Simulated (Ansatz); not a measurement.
Ansatz (a quantum-chemistry and plane-wave program) input (PBE0/6-31G*):

Ansatz 0.2 input:
```yaml
crystal:
  periodic: [false, false, false]
  atoms:
    - {symbol: F, position_ang: [-1.32388716, -0.37054190, 0.06138857]}
    - {symbol: Si, position_ang: [-0.01157226, 0.43205305, -0.00961660]}
    - {symbol: F, position_ang: [1.34188846, -0.30154062, -0.04642942]}
basis:
  gaussian:
    orbitals: 6-31G*
hamiltonian:
  xc: {name: PBE0}
total_charge: 1
magnetization: {spin_polarized: true, initial_magnetization: 1}
```

Output:

```
Functional definition: PBE0
integrals: 0.01 GiB planned
417 factors; integrals over basis functions are off by at most 1.1e-3 eV
mean field: 0.15 GiB planned
mean field evaluation 1: about -13281.2264 eV, gradient 6.3e1 eV
mean field evaluation 2: about -13239.2566 eV, gradient 1.3e2 eV
mean field evaluation 4: about -13293.8108 eV, gradient 1.3e0 eV
mean field evaluation 8: about -13293.9008 eV, gradient 3.6e-2 eV
mean field evaluation 16: about -13293.9008 eV, gradient 2.0e-5 eV
mean field -13293.90083478 eV, -488.5418447486 hartree, gradient 1.7e-5 eV, S^2 0.752224; 0 other end points of the search recorded, 0 dependent functions left out
reference -13293.90085745 eV, -488.5418455817 hartree; 16, 15 occupied and 33, 34 virtual orbitals, 417 factors
Total energy: -13293.90085745 eV, -488.5418455817 hartree
```
